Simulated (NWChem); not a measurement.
# iodine (I2) in NWChem

SMILES: II
```xyz
2

I      0.0000     0.0000     1.3412
I      0.0000     0.0000    -1.3412
```
Charge 0, spin multiplicity 1.

The numbers come from NWChem runs, not from measurements. All single points use one geometry, from PBE0/def2-SVP with def2 effective core potentials on I, a minimum by its harmonic frequencies.

Symmetry labels belong to the abelian group D2h used in the runs, with the axes of the coordinates shown; states degenerate in a higher group split over its labels.

Effective core potentials replace the inner electrons of I; spin-orbit coupling is left out.

### Question
List the lowest 4 singlet excitations that CIS/def2-SVPD with def2 effective core potentials on I gives, with oscillator strengths.

### Answer
```csv
state,symmetry,energy (eV),wavelength (nm),f
1,b2u,2.68,463,0.001
2,b3u,2.68,463,0.001
3,b3g,4.60,270,0.000
4,b2g,4.60,270,0.000
```
